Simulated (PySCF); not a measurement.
Polarisability and C₆ of Tl³⁺ (thallium, charge +3)

[Xe] 4f14 5d10, closed-shell 1S. All numbers are calculated (PySCF 2.14, the spin-free X2C one-electron Hamiltonian (Gaussian nucleus), in ANO-RCC-VTZP (8s7p5d3f2g, 93 functions)). Coupled (time-dependent) response in atomic units; α is the mean over directions. The basis has no added diffuse functions, which lowers α and C₆.

```csv
method,mean α (bohr³),C₆ (like pair),S(−4)
UHF,4.800,28.02,2.883
PBE,5.220,30.83,3.849
```

S(−4) is the Cauchy moment in α(ω) = α(0) + S(−4) ω² + …

α(iu) at UHF:

```tsv
u (hartree)	α(iu) (bohr³)
0	4.800
0.0500	4.793
0.100	4.772
0.200	4.690
0.300	4.564
0.500	4.228
0.750	3.757
1.00	3.304
1.50	2.544
2.00	1.972
3.00	1.244
5.00	0.6052
```

A single London oscillator, α(iu) = α/(1 + u²/ω²), gives C₆ = (3/4) ω α². Matching the computed C₆ needs ω = 4 × 28.02 / (3 × 4.800²) = 1.62 hartree.

For an ion, C₆ is the dispersion term alone; charge-induced terms of lower order in 1/R come first.

Spin-orbit coupling, which splits the p, d and f shells strongly at this Z, is absent.
